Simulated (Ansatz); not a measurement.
`[F][Ga]([Cl])[O][SiH3]` + NH₃ → `[NH2][Ga]([F])[O][SiH3]` + HCl at 400 K and 1 bar (ligand exchange at a Ga–Cl bond).

Isolated molecules relaxed with PBE0-D4/def2-TZVP in Ansatz; ΔE leaves out vibrations. CBS: MP2 limit from def2 TZ/QZ plus the TZ coupled-cluster correction, frozen cores. This one scheme is used for every species. For Ga outer-core shells are correlated without core-valence functions, which leaves a few kJ/mol of doubt a bond. Scalar relativity is left out up to krypton. One conformer a species, not always the lowest.

```csv
species,CCSD(T)/CBS energy (Eh),H − E (kJ/mol),S (J/(mol·K))
`[F][Ga]([Cl])[O][SiH3]`,-2849.73134,121.9,433.8
NH₃,-56.50880,104.2,203.1
`[NH2][Ga]([F])[O][SiH3]`,-2445.83503,188.7,437.7
HCl,-460.38127,29.6,195.4
```

H − E and S are ideal-gas, rigid-rotor, harmonic terms from PBE0-D4/def2-TZVP, for one conformer and one mirror image of each species. 1 Eh = 2625.50 kJ/mol, R = 8.31446 J/(mol·K).

**Question.** By hand: ΔE, ΔH, ΔS and ΔG.

**Answer.** ΔE = (-2445.83503) + (-460.38127) − (-2849.73134) − (-56.50880) = 0.02384 Eh = 62.6 kJ/mol. Δ(H − E) = 188.7 + 29.6 − 121.9 − 104.2 = -7.8, so ΔH = 54.8 kJ/mol. ΔS = 437.7 + 195.4 − 433.8 − 203.1 = -3.8 J/(mol·K). ΔG = 54.8 − 400 × (-3.8)/1000 = 56.3 kJ/mol.

**Question.** By hand: the equilibrium constant, and the temperature at which ΔG would vanish if ΔH and ΔS stayed fixed.

**Answer.** log₁₀ K = −ΔG/(RT ln 10) = -7.4. ΔH and −TΔS have one sign here, so there is no such temperature. One of them is within its doubt of zero, so this could turn.

The number of gas molecules stays the same, so ΔS is small and ΔH decides. A doubt of 5 kJ/mol in ΔE shifts log₁₀ K by 0.7 here. Other conformers and mirror images would add mixing entropy, several J/(mol·K) or more a flexible species. Modes under 60 cm⁻¹, often nearly free rotors, make the harmonic entropy too high. These are equilibria of isolated gas molecules and say nothing of rates. Largest T1 diagnostic: 0.013 (customary marks: 0.02 for closed shells, 0.045 for open ones).
